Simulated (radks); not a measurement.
Effect of the nuclear size on neutral terbium, [Xe] 4f9 6s2. All-electron calculation, Dirac Kohn-Sham, exchange-only LDA, spin-unpolarised, spherical densities, finite nucleus; open shells fill j = l - 1/2 first; Fermi nuclear charge, rms radius 5.06 fm. Program: a radial shooting solver on a logarithmic mesh with Libxc functionals. The rms radius is varied about that value; shifts are against it.

rms radius (fm)	total energy shift (eV)	density at nucleus (e/bohr^3)	1s1/2 shift (meV)	2s1/2 shift (meV)	5s1/2 shift (meV)	5p1/2 shift (meV)	6s1/2 shift (meV)	4f7/2 shift (meV)	6p1/2 (empty) shift (meV)
4.5439	-4.33	7.035e+05	-1780	-231	-1.74	0.204	-0.066	0.329	0.057
4.6957	-3.09	6.975e+05	-1270	-165	-1.24	0.146	-0.047	0.235	0.041
5.06	0	6.839e+05	0.000	0.000	0.000	0.000	0.000	0.000	0.000
5.4344	3.35	6.712e+05	1380	179	1.35	-0.158	0.051	-0.255	-0.044
6.2238	11.0	6.476e+05	4520	588	4.42	-0.517	0.168	-0.835	-0.144

Slopes of the eigenvalues against <r^2> in GHz/fm^2, as finite differences over the two radii next to the reference (eigenvalue slopes, not the field-shift constants of lines): 1s1/2 85700, 2s1/2 11100, 5s1/2 83.8, 5p1/2 -9.80, 6s1/2 3.19, 4f7/2 -15.8, 6p1/2 (empty) -2.73.
